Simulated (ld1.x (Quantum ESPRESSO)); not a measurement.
## Scattering properties, PAW potential for selenium (Se)

```json
{"Element": "Se", "Generator": "ld1.x (Quantum ESPRESSO) 7.5", "Type": "PAW", "Functional": "PBE", "Relativity": "scalar-relativistic", "Frozen core": "[Ar] 3d10", "Valence charge": "6", "Reference configuration": "4s2 4p4", "Partial waves": "4s (bound): rcut 1.05, rcutus 1.30 bohr; 4s channel at 2.15 Ry: rcut 1.05, rcutus 1.30 bohr; 4p (bound): rcut 1.45, rcutus 1.95 bohr; 4p channel at 0.4 Ry: rcut 1.45, rcutus 1.95 bohr", "Local potential": "all-electron potential smoothed inside 1.55 bohr (lloc = -2)", "Core correction": "Bessel-smoothed model core inside 1.15 bohr", "Augmentation charge": "PSQ, inside the norm-conserving radii"}
```

The phase is arctan(r·u′/u) with u = r·R(r), unwrapped; energies in Ry, scanned from -3 to 5 Ry. A pole is an energy at which the radial function vanishes at the test radius. The pseudo phase is shifted by a multiple of π to meet the all-electron one at the reference energy, and phase errors are pseudo minus all-electron; the curves can meet again beyond the range given. Levels narrower than the energy grid can be missing from the lists of poles.

```csv
channel,radius (bohr),reference energy (Ry),"poles, all-electron","poles, pseudo",unbroken range about the reference energy with phases within 0.05 rad,phase error 1 Ry above the reference energy (rad)
s,2.15,-1.27,0.26,0.26,the whole range,+0.000
p,2.15,-0.48,1.75,1.75,the whole range,-0.000
```

Note: ghost state, extra bound levels that the all-electron valence spectrum of the same l lacks: s at -62.3 eV. A true bound ghost makes a file unfit for plane-wave use.

Phases in the p channel:

```tsv
E (Ry)	all-electron	pseudo
-3.00	1.227	1.227
-2.76	1.202	1.202
-2.52	1.172	1.172
-2.28	1.134	1.134
-2.04	1.085	1.084
-1.80	1.018	1.018
-1.56	0.925	0.925
-1.32	0.785	0.785
-1.08	0.566	0.566
-0.84	0.218	0.217
-0.60	-0.251	-0.251
-0.36	-0.685	-0.685
-0.12	-0.981	-0.981
0.12	-1.167	-1.167
0.36	-1.288	-1.288
0.60	-1.371	-1.371
0.84	-1.432	-1.432
1.08	-1.480	-1.480
1.32	-1.518	-1.518
1.56	-1.549	-1.549
1.80	-1.577	-1.577
2.04	-1.601	-1.601
2.28	-1.623	-1.623
2.52	-1.644	-1.644
2.76	-1.664	-1.665
3.00	-1.684	-1.685
3.24	-1.704	-1.705
3.48	-1.724	-1.726
3.72	-1.746	-1.749
3.96	-1.770	-1.774
4.20	-1.796	-1.801
4.44	-1.825	-1.833
4.68	-1.860	-1.872
4.92	-1.902	-1.919
```
